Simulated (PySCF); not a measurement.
GaH8NSSi.
SMILES with atom numbers: `[NH3+:1][GaH2-:2][S:3][SiH3:4]` (hydrogens: H5, H6, H7 on N1; H8, H9 on Ga2; H10, H11, H12 on Si4)

Method: PBE0-D3(BJ)/def2-SVP geometry optimisation, gas phase in PySCF 2.14.0; density fitting, grid level 1; the optimiser is geomeTRIC in internal coordinates, started from a GFN2-xTB structure with every atom displaced at random (about 0.01 Å).

Step 0: E = -72683.8154 eV
```
atom  x, y, z in Å  |  force x, y, z in eV/Å
N1     -2.3327   -0.1022    0.6385   -0.514   1.382  -1.087
Ga2    -0.4753   -0.5268   -0.3473   -0.624  -0.411  -0.170
S3      0.7051    0.9693    0.7860    0.744   0.214   0.043
Si4     2.5463    0.5138   -0.2961   -1.912   0.060   0.638
H5     -2.2128   -0.2429    1.6226    0.081  -0.232   0.906
H6     -3.1747   -0.6030    0.3356    0.293  -0.045   0.053
H7     -2.5439    0.9160    0.5179    0.249  -0.975   0.104
H8     -0.7976   -0.2295   -1.8364   -0.098   0.234  -0.369
H9     -0.3319   -2.0170    0.0502    0.132  -0.430   0.228
H10     2.7299   -0.9425   -0.3203    0.276  -0.470  -0.083
H11     3.5220    1.2023    0.4907    1.151   0.483   0.431
H12     2.4053    1.0343   -1.6505    0.221   0.191  -0.693
```

Question: Estimate the geometry and energy of step 1. (The exact step hangs on the optimiser's Hessian estimate; all steps are aligned on step 0, rigid shifts and turns removed.)

Answer: E = -72684.0302 eV, largest force 0.619 eV/Å
```
atom  x, y, z in Å  |  force x, y, z in eV/Å
N1     -2.3461   -0.0694    0.6480    0.103   0.068   0.109
Ga2    -0.5593   -0.6412   -0.3786   -0.211  -0.274  -0.163
S3      0.6877    0.8784    0.7638    0.260   0.028  -0.025
Si4     2.5497    0.5696   -0.2598   -0.578   0.023   0.220
H5     -2.2284   -0.2074    1.6557   -0.020  -0.027  -0.140
H6     -3.2069   -0.5358    0.3590    0.062  -0.019  -0.012
H7     -2.4645    0.9337    0.5004   -0.049   0.017  -0.004
H8     -0.9219   -0.2885   -1.8778    0.015   0.081   0.080
H9     -0.4134   -2.1597    0.0392    0.025   0.099   0.072
H10     2.8523   -0.8872   -0.3339    0.129  -0.099  -0.037
H11     3.5961    1.2724    0.5224    0.173   0.058   0.016
H12     2.4943    1.1067   -1.6474    0.091   0.045  -0.115
```

The energy changes by -0.2148 eV. The first-order estimate −F·Δx gives -0.3782 eV and the mean of the old and new forces, exact on a quadratic surface, -0.2174 eV. The step makes an angle of 74° with the force vector and moves no atom by more than 0.165 Å.

The cost below is that of the whole optimisation. Time: 1.9 min wall; peak memory 0.52 GiB. Hardware: one thread of an Arm Neoverse V1, no GPU, shared host with 32 logical CPUs at a one-minute load of 27.
